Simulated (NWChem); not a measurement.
ZrN2H4S; SMILES [NH2][Zr]([NH2])=[S]

```xyz
8

Zr    -0.2690     0.2535     0.0000
S      0.1552    -1.9462     0.0000
N      0.3940     1.1155    -1.7299
H      0.7453     0.5869    -2.5387
H      0.6353     2.1040    -1.8803
N      0.3940     1.1155     1.7299
H      0.6353     2.1040     1.8803
H      0.7453     0.5869     2.5387
```
Atoms are numbered in this order, from 1.

Program: NWChem. Structure relaxed at the PBE-D3(BJ)/def2-SVP level. def2 effective core potentials on Zr; no spin-orbit coupling. Ions are spin-unrestricted doublets at the neutral geometry; other ion states weren't tried.

What does the run give for Hartree-Fock/def2-SVP? Quantities: vertical ionisation energy, ΔSCF (eV); −ε(HOMO) (eV).


* **vertical ionisation energy, ΔSCF (eV)**: 7.16
* **−ε(HOMO) (eV)**: 8.66
